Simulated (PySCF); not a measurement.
SnF and its ions

PBE; Sn cc-pVDZ-PP with ECP28, F cc-pVDZ; scalar-relativistic core potentials (PySCF 2.14). Neutral (UKS): doublet (π ↑), Re = 1.989 Å, ωe = 575 cm⁻¹, De = 5.05 eV, HOMO -3.70 eV, LUMO -3.61 eV.

SnF⁺ (UKS): singlet (closed shell), Re = 1.931 Å, ωe = 658 cm⁻¹, De = 5.40 eV to Sn⁺ + F. The energies at the minima are -314.05278 hartree for SnF and -313.79913 for SnF⁺.

Question: Work out the adiabatic ionisation energy, without and with harmonic zero-point energies (1 hartree = 27.2114 eV, 1 eV = 8065.5 cm⁻¹), and the change of the bond length.

Answer: At PBE: 0.25365 hartree = 6.902 eV between the minima; the zero-point term (658.0 − 575.0)/2 cm⁻¹ = +0.005 eV makes it 6.907 eV. Re changes by -5.8 pm against the neutral. The electron leaves a π orbital, and the shorter bond of the ion fits an antibonding orbital, or a change in how ionic the bond is.

These are scalar-relativistic numbers at best; spin–orbit coupling would shift them, the dissociation energy most. For an ion De counts to the pair picked by the measured ionisation energies or electron affinities, which need not be the lowest pair at this level. States were picked by a PBE0 search and need not be the measured ground states.
